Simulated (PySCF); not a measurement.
Se(Cl)(OSiH3), SMILES [SiH3]O[Se]Cl, B3LYP/def2-SVP optimised geometry.

```
7

Se     2.11     0.03    -1.44
Cl     1.92     2.23    -1.62
O      1.11    -0.33     0.00
Si    -0.59    -0.33     0.00
H     -1.11     1.06     0.00
H     -0.97    -1.03     1.26
H     -1.10    -1.06    -1.19
```

Density from B3LYP/def2-TZVP (PySCF 2.14.0) at that geometry.

Minimum of the electron density along straight lines between bonded atoms, close to the bond critical point (lines longer than 1.1 times the sum of covalent radii, or with two minima, are not listed):

```csv
bond,length / Å,ρ at the minimum / e bohr⁻³,∇²ρ there / e bohr⁻⁵,position (fraction from the first atom)
Se1–Cl2,2.216,[?],0.00,0.47
Se1–O3,1.796,0.160,0.20,0.47
O3–Si4,1.700,0.122,[?],0.59
Si4–H5,1.488,0.124,0.13,0.49
Si4–H6,1.486,0.124,0.13,0.49
Si4–H7,1.490,0.123,[?],0.49
```

### Question
What belongs in the gaps?

### Answer

- Se1–Cl2, ρ at the minimum / e bohr⁻³: 0.111
- O3–Si4, ∇²ρ there / e bohr⁻⁵: 0.64
- Si4–H7, ∇²ρ there / e bohr⁻⁵: 0.14
